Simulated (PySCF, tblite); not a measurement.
Isomers of C5H5ClO2S3, one GFN2-xTB conformer each. Single-point energies are computed at PBE0/pcSseg-1 (PySCF, gas phase, no added dispersion term), electronic only.

Question: Rank them by PBE0/pcSseg-1 energy, lowest first (kJ/mol).
A. `[CH3:1][S:2][c:3]1[cH:4][cH:5][c:6]([S:7](=[O:8])(=[O:9])[Cl:10])[s:11]1` with C1–S2–C3–C4 180°, C5–C6–S7–O8 -26°
B. `[CH3:1][S:2][c:3]1[cH:4][s:5][c:6]([S:7](=[O:8])(=[O:9])[Cl:10])[cH:11]1` with C1–S2–C3–C4 1°, S5–C6–S7–O8 -20°
C. `[CH3:1][S:2][c:3]1[cH:4][cH:5][s:6][c:7]1[S:8](=[O:9])(=[O:10])[Cl:11]` with C1–S2–C3–C4 -3°, S6–C7–S8–O9 -151°

Answer: A (0.0), B (3.0), C (9.5).

Neighbours under 10 kJ/mol apart (CSc1ccc(S(=O)(=O)Cl)s1 and CSc1csc(S(=O)(=O)Cl)c1; CSc1csc(S(=O)(=O)Cl)c1 and CSc1ccsc1S(=O)(=O)Cl) can change places with a better method, another conformer or zero-point energy. GFN2-xTB itself gives, in the same order: 2.8, 8.4, 0.0. GFN2-xTB puts CSc1ccsc1S(=O)(=O)Cl lowest instead; measured from each level's own lowest isomer, the values differ by up to 9.5 kJ/mol (CSc1ccsc1S(=O)(=O)Cl: 0.0 against 9.5).

Which frontier levels, dipoles and rotational constants go with these structures?

| SMILES | HOMO (eV, PBE0/pcSseg-1) | LUMO (eV) | dipole (D) | A, B, C (MHz) |
| --- | --- | --- | --- | --- |
| CSc1ccc(S(=O)(=O)Cl)s1 | -6.82 | -2.14 | 5.50 | 1545, 350.6, 331.9 |
| CSc1csc(S(=O)(=O)Cl)c1 | -6.78 | -2.22 | 6.16 | 1450, 338.9, 315.8 |
| CSc1ccsc1S(=O)(=O)Cl | -6.79 | -2.09 | 6.70 | 854.5, 628.0, 435.9 |

What happens when harmonic zero-point energies from GFN2-xTB frequencies are added?

```tsv
SMILES	ZPE (kJ/mol)	electronic (kJ/mol)	with ZPE (kJ/mol)
CSc1ccc(S(=O)(=O)Cl)s1	245.9	0.0	0.0
CSc1csc(S(=O)(=O)Cl)c1	245.9	3.0	2.9
CSc1ccsc1S(=O)(=O)Cl	246.3	9.5	9.9
```

The zero-point energies span 0.4 kJ/mol. The order is unchanged.

As an exercise, what shares would exp(−E/RT) give at 298.15 K from these electronic energies alone (no entropy, no degeneracies)?

RT = 2.479 kJ/mol: CSc1ccc(S(=O)(=O)Cl)s1 75.4 %, CSc1csc(S(=O)(=O)Cl)c1 22.9 %, CSc1ccsc1S(=O)(=O)Cl 1.6 %.
